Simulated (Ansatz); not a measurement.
Method: frozen-core CCSD(T)/cc-pVTZ // B3LYP-D3(BJ)/def2-TZVP run with Ansatz (a first-principles code). The restricted HF reference is unstable towards unrestricted orbitals.

Ansatz 0.2 input:
```yaml
crystal:
  periodic: [false, false, false]
  atoms:
    - { symbol: Si, position_ang: [1.814585, -0.026887, 0.233395] }
    - { symbol: C, position_ang: [0.623213, 0.823904, -0.689463] }
    - { symbol: O, position_ang: [-0.733828, 0.706039, -0.731379] }
    - { symbol: Si, position_ang: [-1.649315, -0.363977, 0.147522] }
    - { symbol: H, position_ang: [3.220273, 0.349995, 0.041988] }
    - { symbol: H, position_ang: [1.489607, -1.097223, 1.188016] }
    - { symbol: H, position_ang: [0.972678, 1.597995, -1.368015] }
    - { symbol: H, position_ang: [-3.047215, -0.106183, -0.240933] }
    - { symbol: H, position_ang: [-1.44223, -0.130826, 1.596161] }
    - { symbol: H, position_ang: [-1.247767, -1.752834, -0.177292] }
basis:
  gaussian: { orbitals: cc-pVTZ }
correlation:
  method: ccsd_t
```

Output:

```
Functional definition: HF
1217 factors; integrals over basis functions are off by at most 1.3e-3 eV
mean field evaluation 1: about -18884.0175 eV, gradient 3.4e1 eV
mean field evaluation 2: about -18884.3196 eV, gradient 3.4e1 eV
mean field evaluation 4: about -18887.5043 eV, gradient 4.4e0 eV
mean field evaluation 8: about -18887.5838 eV, gradient 3.0e-1 eV
mean field evaluation 16: about -18887.5846 eV, gradient 2.5e-6 eV
mean field -18887.58456555 eV, -694.1059303195 hartree, gradient 2.4e-6 eV, S^2 0.000000; 0 other end points of the search recorded, 0 dependent functions left out; unrestricted orbitals would lower it
12 core orbitals not correlated
reference -18887.58456555 eV, -694.1059303195 hartree; 12, 12 occupied and 188, 188 virtual orbitals, 1217 factors
second order -17.72492922 eV of doubles, -0.00000000 eV of singles
cycle   1  -18.21450878 eV  change   -4.9e-1 eV  update   1.1e-1
cycle   2  -18.77549229 eV  change   -5.6e-1 eV  update   3.8e-2
cycle   3  -18.92353436 eV  change   -1.5e-1 eV  update   2.0e-2
cycle   4  -18.91428765 eV  change    9.2e-3 eV  update   5.3e-3
cycle   5  -18.91124931 eV  change    3.0e-3 eV  update   2.4e-3
cycle   6  -18.91223480 eV  change   -9.9e-4 eV  update   5.9e-4
cycle   7  -18.91202340 eV  change    2.1e-4 eV  update   2.3e-4
cycle   8  -18.91199030 eV  change    3.3e-5 eV  update   8.5e-5
cycle   9  -18.91203057 eV  change   -4.0e-5 eV  update   3.9e-5
cycle  10  -18.91202788 eV  change    2.7e-6 eV  update   1.8e-5
perturbative correction -0.80817166 eV, -0.0296997606 hartree
Total energy: -18907.30476509 eV, -694.8306342855 hartree
```

Cost: about 110 core-seconds (a rough figure).
